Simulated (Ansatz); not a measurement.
## Nudged elastic band run: CH$_{8}$F$_{2}$OSi

Input file:

```yaml
crystal:
  periodic: [false, false, false]
  atoms:
    - { symbol: Si, position_ang: [-0.784919, -0.173175, -0.836438] }
    - { symbol: C, position_ang: [0.976296, -0.665361, -1.195881] }
    - { symbol: H, position_ang: [-1.7377, -0.457501, -1.941826] }
    - { symbol: H, position_ang: [-1.253273, -1.061828, 0.316461] }
    - { symbol: O, position_ang: [-0.948184, 1.416143, -0.416374] }
    - { symbol: H, position_ang: [0.485349, 0.864234, 2.015536] }
    - { symbol: F, position_ang: [0.99172, 1.46847, 1.495085] }
    - { symbol: H, position_ang: [-0.950262, -0.595813, 1.685523] }
    - { symbol: F, position_ang: [-0.552997, -0.257497, 2.477408] }
    - { symbol: H, position_ang: [1.612507, -0.363973, -0.348683] }
    - { symbol: H, position_ang: [1.073791, -1.751969, -1.345183] }
    - { symbol: H, position_ang: [1.347226, -0.154285, -2.09808] }
    - { symbol: H, position_ang: [-0.259657, 1.732558, 0.192451] }
basis:
  gaussian: { orbitals: def2-SVP }
hamiltonian:
  xc: pbe0
  dispersion: d4
neb:
  order_check: false
  images: 3
  f_tol: 0.05
  max_iterations: 60
  climbing: true
  final_atoms:
    - { symbol: Si, position_ang: [-1.55914157, 0.88189397, 0.05535781] }
    - { symbol: C, position_ang: [1.67574075, -1.00256028, -0.6429372] }
    - { symbol: H, position_ang: [-1.89798369, -0.5460179, -0.09592782] }
    - { symbol: H, position_ang: [-2.67465343, 1.74104034, 0.53202463] }
    - { symbol: O, position_ang: [-0.93752876, 1.40446653, -1.37459337] }
    - { symbol: H, position_ang: [-0.03684087, -0.45651548, 2.0672722] }
    - { symbol: F, position_ang: [-0.41140483, 1.00646105, 1.23163384] }
    - { symbol: H, position_ang: [1.12988841, -1.23089728, 0.2816686] }
    - { symbol: F, position_ang: [-0.12372869, -1.35709755, 2.28522684] }
    - { symbol: H, position_ang: [2.61437223, -0.48802785, -0.39440795] }
    - { symbol: H, position_ang: [1.9042074, -1.93869269, -1.17050432] }
    - { symbol: H, position_ang: [1.0679573, -0.35574013, -1.29022681] }
    - { symbol: H, position_ang: [-0.75098725, 2.34169027, -1.48458744] }
  initial_path:
    images:
      - { positions_ang: [[-0.784919, -0.173175, -0.836438], [0.976296, -0.665361, -1.195881], [-1.7377, -0.457501, -1.941826], [-1.253273, -1.061828, 0.316461], [-0.948184, 1.416143, -0.416374], [0.485349, 0.864234, 2.015536], [0.99172, 1.46847, 1.495085], [-0.950262, -0.595813, 1.685523], [-0.552997, -0.257497, 2.477408], [1.612507, -0.363973, -0.348683], [1.073791, -1.751969, -1.345183], [1.347226, -0.154285, -2.09808], [-0.259657, 1.732558, 0.192451]] }
      - { positions_ang: [[-0.86833849, 0.05686019, -0.60707973], [0.96322105, -0.70834559, -0.87743333], [-1.6109608, -0.41701322, -1.76114068], [-1.58601368, -0.57013859, 0.48418315], [-0.90079195, 1.5859831, -0.72991278], [0.32674742, 0.50651848, 1.97018434], [0.44630542, 1.28295489, 1.37099514], [-0.23738111, -0.79448391, 1.2073791], [-0.07573169, -0.64181881, 2.20507819], [1.74518858, -0.36751354, -0.23600687], [1.04335861, -1.79172518, -1.02654713], [1.15423028, -0.25425824, -1.8344745], [-0.39993663, 2.11298342, -0.16522591]] }
      - { positions_ang: [[-0.95175797, 0.28689538, -0.37772146], [0.95014609, -0.75133018, -0.55898566], [-1.48422161, -0.37652544, -1.58045536], [-1.91875437, -0.07844918, 0.65190531], [-0.8533999, 1.75582321, -1.04345155], [0.16814583, 0.14880296, 1.92483268], [-0.09910915, 1.09743977, 1.24690527], [0.47549979, -0.99315482, 0.7292352], [0.40153361, -1.02614063, 1.93274839], [1.87787017, -0.37105407, -0.12333074], [1.01292622, -1.83148135, -0.70791126], [0.96123456, -0.35423148, -1.570869], [-0.54021627, 2.49340883, -0.52290282]] }
      - { positions_ang: [[-1.25544977, 0.58439467, -0.16118182], [1.31294342, -0.87694523, -0.60096143], [-1.69110265, -0.46127167, -0.83819159], [-2.2967039, 0.83129558, 0.59196497], [-0.89546433, 1.58014487, -1.20902246], [0.06565248, -0.15385626, 1.99605244], [-0.25525699, 1.05195041, 1.23926956], [0.8026941, -1.11202605, 0.5054519], [0.13890246, -1.19161909, 2.10898761], [2.2461212, -0.42954096, -0.25886934], [1.45856681, -1.88508702, -0.93920779], [1.01459593, -0.35498581, -1.4305479], [-0.64560176, 2.41754955, -1.00374513]] }
      - { positions_ang: [[-1.55914157, 0.88189397, 0.05535781], [1.67574075, -1.00256028, -0.6429372], [-1.89798369, -0.5460179, -0.09592782], [-2.67465343, 1.74104034, 0.53202463], [-0.93752876, 1.40446653, -1.37459337], [-0.03684087, -0.45651548, 2.0672722], [-0.41140483, 1.00646105, 1.23163384], [1.12988841, -1.23089728, 0.2816686], [-0.12372869, -1.35709755, 2.28522684], [2.61437223, -0.48802785, -0.39440795], [1.9042074, -1.93869269, -1.17050432], [1.0679573, -0.35574013, -1.29022681], [-0.75098725, 2.34169027, -1.48458744]] }
```

Run as:

```bash
$ ansatz run input.yaml --threads 2 --pin off --max-ram 3072MiB --backend cpu --events-out ev --progress --plain --runs-dir out
```

Output, in part (warnings, iteration lines, the closing report on the highest movable image, with atoms numbered from 0):

```
NEB end point (image 0): max|allowed force component| = 2.046e-2 eV/Å (the criterion of neb.relax_end_points is 1.000e-2)
NEB end point (image 4): max|allowed force component| = 2.450e-2 eV/Å (the criterion of neb.relax_end_points is 1.000e-2)
NEB iter   1: max|band force component| = 5.932e0 eV/Å  barrier→ = 2.2859 eV  barrier← = 3.3226 eV  Δτ_max = 0.1947 Å  (129 SCF iters)
NEB iter   2: max|band force component| = 3.111e0 eV/Å  barrier→ = 1.6851 eV  barrier← = 2.7217 eV  Δτ_max = 0.2000 Å  (84 SCF iters)
NEB iter   3: max|band force component| = 1.915e0 eV/Å  barrier→ = 1.6230 eV  barrier← = 2.6597 eV  Δτ_max = 0.1855 Å  (83 SCF iters)
NEB iter   4: max|band force component| = 5.814e-1 eV/Å  barrier→ = 1.5835 eV  barrier← = 2.6201 eV  Δτ_max = 0.2000 Å  (83 SCF iters)
NEB iter   5: max|band force component| = 2.233e0 eV/Å  barrier→ = 1.5771 eV  barrier← = 2.6137 eV  Δτ_max = 0.1003 Å  (80 SCF iters)
NEB iter   6: max|band force component| = 6.812e-1 eV/Å  barrier→ = 1.5867 eV  barrier← = 2.6233 eV  Δτ_max = 0.1475 Å  (82 SCF iters)
NEB iter   7: max|band force component| = 4.788e-1 eV/Å  barrier→ = 1.6274 eV  barrier← = 2.6640 eV  CI = image 2  Δτ_max = 0.1980 Å  (83 SCF iters)
NEB iter   8: max|band force component| = 4.651e-1 eV/Å  barrier→ = 1.5634 eV  barrier← = 2.6000 eV  CI = image 2  Δτ_max = 0.1257 Å  (82 SCF iters)
NEB iter   9: max|band force component| = 2.668e-1 eV/Å  barrier→ = 1.5380 eV  barrier← = 2.5746 eV  CI = image 2  Δτ_max = 0.2000 Å  (82 SCF iters)
NEB iter  10: max|band force component| = 8.886e-1 eV/Å  barrier→ = 1.5289 eV  barrier← = 2.5656 eV  CI = image 2  Δτ_max = 0.0993 Å  (84 SCF iters)
NEB iter  11: max|band force component| = 1.279e-1 eV/Å  barrier→ = 1.5224 eV  barrier← = 2.5590 eV  CI = image 2  Δτ_max = 0.0924 Å  (83 SCF iters)
NEB iter  12: max|band force component| = 1.007e-1 eV/Å  barrier→ = 1.5203 eV  barrier← = 2.5569 eV  CI = image 2  Δτ_max = 0.0394 Å  (85 SCF iters)
NEB iter  13: max|band force component| = 6.188e-2 eV/Å  barrier→ = 1.5196 eV  barrier← = 2.5563 eV  CI = image 2  Δτ_max = 0.0111 Å  (86 SCF iters)
NEB iter  14: max|band force component| = 5.724e-2 eV/Å  barrier→ = 1.5194 eV  barrier← = 2.5560 eV  CI = image 2  Δτ_max = 0.0170 Å  (73 SCF iters)
NEB iter  15: max|band force component| = 2.576e-2 eV/Å  barrier→ = 1.5193 eV  barrier← = 2.5559 eV  CI = image 2  Δτ_max = 0.0000 Å  (147 SCF iters)
Total energy: -16504.86080329 eV, -606.5424471244 hartree
Atom 0 at    -0.925484     0.199208    -0.411653 Å, force     0.001505    -0.000214     0.003305 eV/Å
Atom 1 at     0.896130    -0.787367    -0.511544 Å, force    -0.003639     0.013035    -0.000604 eV/Å
Atom 2 at    -1.368197    -0.596893    -1.596302 Å, force     0.001645    -0.002126    -0.001543 eV/Å
Atom 3 at    -1.862309    -0.162274     0.677749 Å, force    -0.002884    -0.002050     0.005260 eV/Å
Atom 4 at    -0.891310     1.710550    -1.088023 Å, force     0.002358     0.007945    -0.014122 eV/Å
Atom 5 at     0.218929     0.273253     1.782290 Å, force     0.000586    -0.003954     0.000569 eV/Å
Atom 6 at     0.034561     1.189536     1.171413 Å, force    -0.004591     0.001205     0.005712 eV/Å
Atom 7 at     0.462854    -0.895485     0.714808 Å, force    -0.000988    -0.003529     0.007076 eV/Å
Atom 8 at     0.373752    -0.855024     1.981625 Å, force     0.003406     0.003103    -0.009436 eV/Å
Atom 9 at     1.857230    -0.815967     0.033903 Å, force     0.000095    -0.001072    -0.001227 eV/Å
Atom 10 at     0.765711    -1.707545    -1.090948 Å, force    -0.000173    -0.003629     0.002502 eV/Å
Atom 11 at     1.067619     0.056431    -1.205771 Å, force     0.001025    -0.004332    -0.003198 eV/Å
Atom 12 at    -0.629589     2.391580    -0.457548 Å, force     0.001656    -0.004383     0.005707 eV/Å
Dipole moment:     0.321275    -0.071462    -0.177216 e Å
```

It converged. Neighbouring images differ by up to 2.4 eV, so the band resolves the path poorly. Another band between the same ends (7 images) ends at a top of the same energy, where a vibrational analysis finds 1 clearly imaginary mode. So few images can step over the top or miss a turn of the path. The orbitals stay closed-shell, which can raise the energy where a bond breaks towards radicals; this wasn't checked here.

Final band (atoms are numbered from 1 in the order of the input):

| image | path coordinate (Å) | energy (eV) | Si1–C2 (Å) | H6–F7 (Å) | H8–F9 (Å) |
| --- | --- | --- | --- | --- | --- |
| 0 | 0.00 | 0.00 | 1.86 | 0.94 | 0.95 |
| 1 | 1.91 | 0.12 | 1.87 | 0.94 | 0.95 |
| 2 | 3.81 | 1.52 | 2.07 | 1.12 | 1.27 |
| 3 | 6.12 | -0.88 | 3.34 | 1.66 | 2.23 |
| 4 | 8.43 | -1.04 | 3.81 | 1.73 | 2.37 |

Run time: 92 s on 2 threads of AMD EPYC 9R14 (Zen 4) (shared host), peak memory 0.29 GiB.
